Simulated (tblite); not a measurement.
Parent: `[CH:1]#[C:2][CH2:3][SiH2:4][O:5][SiH2:6][O:7][SiH3:8]` with C2–C3–Si4–O5 180°, C3–Si4–O5–Si6 -53°, Si4–O5–Si6–O7 -5°, O5–Si6–O7–Si8 2°, C3H10O2Si3.

Structures optimised with GFN2-xTB, isolated species. One conformer each, not checked by frequencies here.

| coordinate of the parent | value |
| --- | --- |
| C1≡C2 | 1.197 Å |
| C2–C3 | 1.440 Å |
| C3–Si4 | 1.911 Å |
| Si4–O5 | 1.624 Å |
| O5–Si6 | 1.617 Å |
| Si6–O7 | 1.616 Å |
| O7–Si8 | 1.619 Å |
| C1–C2–C3 | 179.4° |
| C2–C3–Si4 | 113.0° |
| C3–Si4–O5 | 108.5° |
| Si4–O5–Si6 | 152.2° |
| O5–Si6–O7 | 110.8° |
| Si6–O7–Si8 | 154.3° |

Problem. How does the shared frame change in `[CH:1]#[C:2][CH2:3][SiH2:4][O:5][SiH2:6][O:7][CH3:8]` with C2–C3–Si4–O5 60°, C3–Si4–O5–Si6 22°, Si4–O5–Si6–O7 50°, O5–Si6–O7–C8 177°, C4H10O2Si2? Atoms pair as C1 = C1, C2 = C2, C3 = C3, Si4 = Si4, O5 = O5, Si6 = Si6, O7 = O7 (parent first).

Solution. 
```
    parent    relative  value in the relative  change
     C1≡C2       C1≡C2                1.197 Å   0.000
     C2–C3       C2–C3                1.442 Å  +0.002
    C3–Si4      C3–Si4                1.913 Å  +0.002
    Si4–O5      Si4–O5                1.619 Å  -0.005
    O5–Si6      O5–Si6                1.612 Å  -0.005
    Si6–O7      Si6–O7                1.620 Å  +0.004
  C1–C2–C3    C1–C2–C3                 179.1°    -0.3
 C2–C3–Si4   C2–C3–Si4                 111.5°    -1.5
 C3–Si4–O5   C3–Si4–O5                 110.0°    +1.5
Si4–O5–Si6  Si4–O5–Si6                 153.0°    +0.8
 O5–Si6–O7   O5–Si6–O7                 105.2°    -5.6
```

Of the parent's bonds, Si4–O5, O5–Si6 and Si6–O7 change most and about equally (-0.005 to +0.004 Å). Bonds of the relative outside the shared frame: O7–C8 1.394 Å. Point group C1 → C1.

These are computed values.
